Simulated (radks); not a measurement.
Results of a calculation; reference values are marked as such.
Ionisation of the gold ion Au2+, [Xe] 4f14 5d9, to Au3+, [Xe] 4f14 5d8, under several functionals. Dirac Kohn-Sham, spin-unpolarised, spherical densities, point nucleus; open shells fill j = l - 1/2 first; a radial shooting solver on a logarithmic mesh with Libxc functionals.

| functional | E(Au2+) (hartree) | Exc (hartree) | IE (eV) | -e(HOMO) (eV) | <r> HOMO (bohr) | IE error (eV) |
|---|---|---|---|---|---|---|
| Wu-Cohen GGA | -19045.7366 | -363.5902 | 33.120 | 26.639 | 1.520 | +3.120 |
| BP86 | -19049.2019 | -367.0844 | 33.194 | 26.719 | 1.521 | +3.194 |
| LDA (Slater exchange, VWN5 correlation) | -19036.4454 | -354.2056 | 33.377 | 26.897 | 1.523 | +3.377 |
| LDA (Slater exchange, Perdew-Wang correlation) | -19036.4123 | -354.1721 | 33.371 | 26.891 | 1.523 | +3.371 |

NIST Atomic Spectra Database: 30 eV (theoretical). Closest: Wu-Cohen GGA. The Delta-SCF values span 0.26 eV, the total energies 12.79 hartree. The highest occupied level is 5d5/2. Spin polarisation and multiplet splitting are left out, so open shells lie too high by an amount that depends on their filling.

Beside tabulated values, note that spin-unpolarised runs miss the spin-polarisation part of the exchange energy of open shells.
